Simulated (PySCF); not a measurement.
C4H10AlO (SMILES [CH3][Al][O]C(C)C), doublet, at a GFN2-xTB geometry (such geometries of metal compounds can be far from the true shape) (the spin is typed, not shown lowest) (in this run its highest filled SCF level lies above zero, so its values depend strongly on the basis, on diffuse functions most of all). Base run: PBE/STO-3G (PySCF).

Geometry (Å):
```xyz
16

Al     0.5726     0.4405     1.3959
C     -0.2975     1.3079     3.0305
H     -1.1250     0.7165     3.4316
H     -0.6845     2.3091     2.8230
H      0.4517     1.4025     3.8210
O      0.0250     0.0411    -0.1158
C     -0.4334    -0.3200    -1.3907
C     -0.7332    -1.8166    -1.4265
C      0.6109     0.0571    -2.4388
H     -1.3602     0.2384    -1.5864
H      0.1768    -2.3760    -1.2200
H     -1.1163    -2.1030    -2.4027
H     -1.4718    -2.0636    -0.6673
H      0.8148     1.1244    -2.3896
H      1.5353    -0.4818    -2.2423
H      0.2552    -0.1920    -3.4353
```
Charge 0, spin multiplicity 2.
Orbitals are unrestricted.
All else is at PySCF's defaults.

Each row names what was changed in the base input (with any setting that the change needs).

```json
[
 {"change": "base", "E (Eh)": "-469.74874", "HOMO (eV)": "0.91", "dipole (D)": "1.08", "<S^2>": "0.753", "core-seconds (rough)": "5", "outcome": "converged"},
 {"change": "functional = camb3lyp", "E (Eh)": "-470.04847", "HOMO (eV)": "-1.67", "dipole (D)": "1.08", "<S^2>": "0.755", "core-seconds (rough)": "10", "outcome": "converged"},
 {"change": "functional = revpbe", "E (Eh)": "-470.09046", "HOMO (eV)": "0.88", "dipole (D)": "1.09", "<S^2>": "0.754", "core-seconds (rough)": "5", "outcome": "converged"},
 {"change": "functional = pbe0; dispersion = d4", "E (Eh)": "-469.85824", "HOMO (eV)": "-0.40", "dipole (D)": "1.02", "<S^2>": "0.755", "core-seconds (rough)": "6", "outcome": "converged"},
 {"change": "functional = m062x", "E (Eh)": "-470.20511", "HOMO (eV)": "-1.56", "dipole (D)": "1.12", "<S^2>": "0.755", "core-seconds (rough)": "7", "outcome": "converged"},
 {"change": "functional = hse06", "E (Eh)": "-469.88132", "HOMO (eV)": "-0.01", "dipole (D)": "1.02", "<S^2>": "0.755", "core-seconds (rough)": "20", "outcome": "converged"},
 {"change": "functional = b97m_v", "E (Eh)": "-", "HOMO (eV)": "-", "dipole (D)": "-", "<S^2>": "-", "core-seconds (rough)": "-", "outcome": "cut at the time limit"},
 {"change": "functional = x3lyp", "E (Eh)": "-470.05595", "HOMO (eV)": "-0.18", "dipole (D)": "1.08", "<S^2>": "0.754", "core-seconds (rough)": "6", "outcome": "converged"},
 {"change": "functional = r2scan", "E (Eh)": "-470.06383", "HOMO (eV)": "0.54", "dipole (D)": "1.09", "<S^2>": "0.756", "core-seconds (rough)": "9", "outcome": "converged"},
 {"change": "functional = lc_wpbe", "E (Eh)": "-469.97348", "HOMO (eV)": "-3.12", "dipole (D)": "1.09", "<S^2>": "0.757", "core-seconds (rough)": "10", "outcome": "converged"},
 {"change": "functional = bhandhlyp", "E (Eh)": "-470.08892", "HOMO (eV)": "-1.58", "dipole (D)": "1.03", "<S^2>": "0.757", "core-seconds (rough)": "5", "outcome": "converged"},
 {"change": "functional = tpssh", "E (Eh)": "-470.27720", "HOMO (eV)": "0.13", "dipole (D)": "1.14", "<S^2>": "0.755", "core-seconds (rough)": "10", "outcome": "converged"},
 {"change": "functional = wb97x_v", "E (Eh)": "-470.12432", "HOMO (eV)": "-2.61", "dipole (D)": "1.07", "<S^2>": "0.755", "core-seconds (rough)": "200", "outcome": "converged"}
]
```

Absolute energies of different levels of theory aren't comparable as measures of quality.

Open shells are given as the SCF converged; they aren't shown to be the lowest states, and a large step between rows can be another state.
